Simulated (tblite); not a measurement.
C₂H₁₁BrSi₃.
SMILES with atom numbers: `[CH3:1][Si@H:2]([SiH3:3])[CH2:4][SiH2:5][Br:6]` (hydrogens: H7, H8, H9 on C1; H10 on Si2; H11, H12, H13 on Si3; H14, H15 on C4; H16, H17 on Si5)

Computed with GFN2-xTB (tblite), gas phase: L-BFGS steps from a force-field or distance-geometry start until the largest atomic force falls under 0.01 eV/Å.

Step 87: E = -522.1151 eV
```
atom  x, y, z in Å  |  force x, y, z in eV/Å
C1     -0.2193    1.7166    0.6607   -0.006  -0.015   0.011
Si2    -0.6297    0.3363   -0.5871    0.009  -0.005   0.051
Si3    -2.5954   -0.7202    0.0399   -0.049  -0.015   0.010
C4      0.7867   -0.9771   -0.6352    0.030  -0.013  -0.001
Si5     2.4459   -0.5831    0.1732   -0.039  -0.085   0.050
Br6     3.3305    1.2049   -0.7968    0.017   0.058  -0.037
H7     -1.0292    2.4402    0.6987    0.010   0.002  -0.011
H8     -0.0981    1.3214    1.6670    0.016   0.002  -0.001
H9      0.6860    2.2594    0.4034   -0.009  -0.003  -0.004
H10    -0.6426    0.9584   -1.9244    0.010   0.002  -0.004
H11    -3.6276   -0.6834   -0.9976    0.015   0.004  -0.002
H12    -3.1879   -0.1228    1.2419    0.013   0.001  -0.023
H13    -2.3870   -2.1385    0.3636    0.003   0.006  -0.012
H14     0.4255   -1.8983   -0.1725   -0.003   0.029  -0.014
H15     0.9746   -1.2289   -1.6810   -0.025  -0.002   0.007
H16     3.4352   -1.6346   -0.0493   -0.011   0.032   0.021
H17     2.3254   -0.2385    1.5854    0.019   0.003  -0.042
```

Step 88: E = -522.1158 eV
```
atom  x, y, z in Å  |  force x, y, z in eV/Å
C1     -0.2240    1.7132    0.6697   -0.015  -0.024   0.017
Si2    -0.6264    0.3339   -0.5819    0.003   0.000   0.046
Si3    -2.6021   -0.7149    0.0303   -0.037  -0.015   0.006
C4      0.7872   -0.9827   -0.6215    0.030  -0.016   0.002
Si5     2.4570   -0.5769    0.1599   -0.044  -0.082   0.051
Br6     3.3317    1.2100   -0.8208    0.006   0.055  -0.040
H7     -1.0317    2.4397    0.6994    0.006   0.006  -0.020
H8     -0.1219    1.3136    1.6761    0.037   0.008   0.013
H9      0.6867    2.2540    0.4272   -0.012  -0.018  -0.001
H10    -0.6269    0.9575   -1.9179    0.010   0.003  -0.014
H11    -3.6264   -0.6751   -1.0153    0.018   0.007   0.005
H12    -3.1999   -0.1189    1.2308    0.014   0.002  -0.032
H13    -2.3981   -2.1338    0.3530    0.001   0.001  -0.011
H14     0.4322   -1.8935   -0.1331   -0.007   0.039  -0.022
H15     0.9592   -1.2580   -1.6646   -0.023   0.006   0.023
H16     3.4439   -1.6278   -0.0740   -0.005   0.028   0.024
H17     2.3525   -0.2285    1.5727    0.019   0.001  -0.048
```

Step 89: E = -522.1165 eV
```
atom  x, y, z in Å  |  force x, y, z in eV/Å
C1     -0.2279    1.7097    0.6776   -0.020  -0.021   0.020
Si2    -0.6245    0.3312   -0.5759   -0.004   0.002   0.023
Si3    -2.6095   -0.7109    0.0222   -0.008  -0.010  -0.003
C4      0.7879   -0.9870   -0.6098    0.016  -0.008   0.007
Si5     2.4653   -0.5723    0.1494   -0.026  -0.045   0.027
Br6     3.3339    1.2150   -0.8419   -0.017   0.029  -0.028
H7     -1.0332    2.4390    0.6993    0.004   0.006  -0.022
H8     -0.1403    1.3074    1.6841    0.050   0.015   0.026
H9      0.6872    2.2484    0.4461   -0.014  -0.031   0.001
H10    -0.6137    0.9558   -1.9117    0.009   0.000  -0.012
H11    -3.6263   -0.6682   -1.0303    0.014   0.010   0.006
H12    -3.2105   -0.1152    1.2209    0.008   0.004  -0.030
H13    -2.4076   -2.1300    0.3434   -0.003  -0.008  -0.007
H14     0.4387   -1.8887   -0.1011   -0.017   0.031  -0.021
H15     0.9463   -1.2808   -1.6499   -0.017   0.011   0.026
H16     3.4505   -1.6209   -0.0941    0.011   0.011   0.023
H17     2.3767   -0.2207    1.5617    0.014   0.005  -0.035
```

Step 90: E = -522.1170 eV
```
atom  x, y, z in Å  |  force x, y, z in eV/Å
C1     -0.2315    1.7063    0.6839   -0.013  -0.011   0.023
Si2    -0.6233    0.3298   -0.5726   -0.006   0.002  -0.002
Si3    -2.6144   -0.7080    0.0158    0.020  -0.006  -0.010
C4      0.7881   -0.9896   -0.6007   -0.003  -0.005   0.005
Si5     2.4703   -0.5695    0.1426    0.003  -0.001  -0.006
Br6     3.3338    1.2191   -0.8580   -0.039  -0.003  -0.009
H7     -1.0347    2.4383    0.6978    0.006   0.003  -0.014
H8     -0.1539    1.3028    1.6908    0.048   0.022   0.024
H9      0.6872    2.2428    0.4607   -0.020  -0.040   0.001
H10    -0.6028    0.9550   -1.9089    0.007  -0.005   0.000
H11    -3.6267   -0.6635   -1.0400    0.007   0.010   0.001
H12    -3.2159   -0.1113    1.2129    0.001   0.006  -0.022
H13    -2.4129   -2.1269    0.3364   -0.007  -0.016  -0.004
H14     0.4421   -1.8839   -0.0775   -0.024   0.021  -0.017
H15     0.9374   -1.2975   -1.6380   -0.014   0.015   0.024
H16     3.4548   -1.6153   -0.1093    0.025  -0.006   0.020
H17     2.3954   -0.2168    1.5541    0.009   0.013  -0.014
```

Task: Estimate the geometry and energy of step 91. (The exact step hangs on the optimiser's Hessian estimate; all steps are aligned on step 90, rigid shifts and turns removed.)

Result: E = -522.1174 eV, largest force 0.057 eV/Å
```
atom  x, y, z in Å  |  force x, y, z in eV/Å
C1     -0.2348    1.7037    0.6888   -0.008  -0.004   0.014
Si2    -0.6228    0.3292   -0.5704   -0.005   0.001  -0.017
Si3    -2.6173   -0.7065    0.0109    0.035  -0.005  -0.014
C4      0.7882   -0.9906   -0.5938   -0.017   0.009   0.007
Si5     2.4737   -0.5677    0.1381    0.024   0.028  -0.029
Br6     3.3345    1.2201   -0.8704   -0.053  -0.021   0.002
H7     -1.0365    2.4372    0.6981    0.002   0.002  -0.005
H8     -0.1608    1.2999    1.6956    0.040   0.020   0.032
H9      0.6854    2.2391    0.4700   -0.008  -0.036  -0.005
H10    -0.5958    0.9545   -1.9072    0.006  -0.007   0.010
H11    -3.6268   -0.6602   -1.0468    0.001   0.010  -0.005
H12    -3.2196   -0.1087    1.2065   -0.005   0.008  -0.014
H13    -2.4162   -2.1253    0.3310   -0.010  -0.020  -0.003
H14     0.4439   -1.8793   -0.0615   -0.031   0.002  -0.006
H15     0.9316   -1.3077   -1.6286   -0.010   0.013   0.008
H16     3.4568   -1.6127   -0.1189    0.035  -0.019   0.018
H17     2.4096   -0.2131    1.5486    0.004   0.020   0.006
```

The energy changes by -0.0004 eV. The first-order estimate −F·Δx gives -0.0005 eV and the mean of the old and new forces, exact on a quadratic surface, -0.0004 eV. The step makes an angle of 84° with the force vector and moves no atom by more than 0.017 Å.

What follows is the cost of the whole relaxation. On one thread, Intel Xeon at 2.50 GHz (x86_64), no GPU (shared host), this took 4.4 s of wall time.
